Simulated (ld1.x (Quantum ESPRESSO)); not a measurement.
As (Z = 33): variants of one ultrasoft potential

Base potential:

- Element: As (Z = 33)
- Generator: ld1.x (Quantum ESPRESSO) 7.5
- Type: ultrasoft
- Functional: PBEsol
- Relativity: fully relativistic
- Frozen core: [Ar] 3d10
- Valence charge: 5
- Reference configuration: 4s1 4p4
- Partial waves: 4s (bound): rcut 1.35, rcutus 1.85 bohr; 4s channel at -0.75 Ry: rcut 1.35, rcutus 1.85 bohr; 4p (bound): rcut 1.50, rcutus 2.05 bohr; 4p channel at 0.25 Ry: rcut 1.50, rcutus 2.05 bohr; 4d channel at 0.45 Ry: rcut 1.35, rcutus 1.60 bohr; 4d channel at 2.9 Ry: rcut 1.35, rcutus 1.60 bohr
- Local potential: all-electron potential smoothed inside 1.25 bohr (lloc = -1)
- Core correction: Bessel-smoothed model core inside 1.15 bohr
- Augmentation charge: PSQ, inside the norm-conserving radii

Open shells are filled in proportion to 2j + 1 (rel_dist='average').

Cutoffs, loose and tight: the cutoffs (Ry, on a coarse ladder) from which the occupation-weighted sum of valence levels, in a spherical-Bessel basis at the reference potential, stays within 10 and 1 mRy of its value at 400 Ry. They do not see the model core or the augmentation charge, which bear on the density cutoff. Test errors are all-electron minus pseudo excitation energies from the reference, over the configurations 4s2 4p3; 4s2 4p2; 4s2 4p1; 4s2 4p2.5; 4s1 4p0; 4s2 4p3.3; 4s2 4p0. A dash means not determined; rows that change the core or the reference have their own tests.

A true bound ghost makes a file unfit for plane-wave use even where its test errors are small: the radial tests pick states by their node count and pass the ghost by.

| change | outcome | cutoff, loose | cutoff, tight | bound ghosts | largest test error (meV) |
| --- | --- | --- | --- | --- | --- |
| base | generated | 12 Ry | 18 Ry | d5/2, d3/2 | -317 |
| core correction Bessel-smoothed model core inside 0.70 bohr | generated | 12 Ry | 18 Ry | d5/2, d3/2 | -318 |
| core correction Bessel-smoothed model core inside 0.92 bohr | generated | 12 Ry | 18 Ry | d5/2, d3/2 | -318 |
| core correction Bessel-smoothed model core inside 1.16 bohr | generated | 12 Ry | 18 Ry | d5/2, d3/2 | -317 |
| core correction Bessel-smoothed model core inside 1.44 bohr | generated | 12 Ry | 18 Ry | d5/2, d3/2 | -313 |
| core correction Bessel-smoothed model core inside 1.70 bohr | generated | 12 Ry | 18 Ry | d5/2, d3/2 | -330 |

(1) What comes out with this change to the base: core correction Bessel-smoothed model core inside 1.88 bohr?

(2) What comes out with this change to the base: core correction none?

Answers

(1) outcome: generated; cutoff, loose: 12 Ry; cutoff, tight: 18 Ry; bound ghosts: d5/2, d3/2; largest test error (meV): -366.

(2) outcome: generated; cutoff, loose: 12 Ry; cutoff, tight: 18 Ry; bound ghosts: d5/2, d3/2; largest test error (meV): -70.
